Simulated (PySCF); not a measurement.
C₂H₃BN₂O, SMILES OB1C=NC=N1. Heavy atoms are numbered as in [OH:1][B:2]1[CH:3]=[N:4][CH:5]=[N:6]1. Hydrogens are named by the atom that carries them.

Geometry optimised at PBE0-D3(BJ)/def2-SVP. This is a generated structure with no PubChem entry under its InChIKey; it may be hypothetical. The values are those of a single conformer.

Computed with PBE/pcSseg-1 (PySCF).

GIAO shieldings, no solvent; atoms alike by connectivity are averaged. δ = σ(ref) − σ: ¹⁷O against H2O (σ = 334.3 ppm); ¹¹B against BF3 (σ = 83.9 ppm); ¹³C against TMS (σ = 182.0 ppm); ¹⁵N against NH3 (σ = 267.0 ppm); ¹H against TMS (σ = 31.49 ppm), references at their B3LYP-D3(BJ)/def2-TZVP geometries, non-relativistic.

Computed chemical shifts:
```
nucleus    atoms  count  δ (ppm)
-------  -------  -----  -------
¹⁷O      O1 (OH)      1    181.1
¹¹B           B2      1     23.5
¹³C      C3 (CH)      1    201.3
¹³C      C5 (CH)      1    192.7
¹⁵N           N4      1    468.2
¹⁵N           N6      1    304.0
¹H       H on C3      1     9.29
¹H       H on C5      1     8.90
¹H       H on O1      1     6.80
```
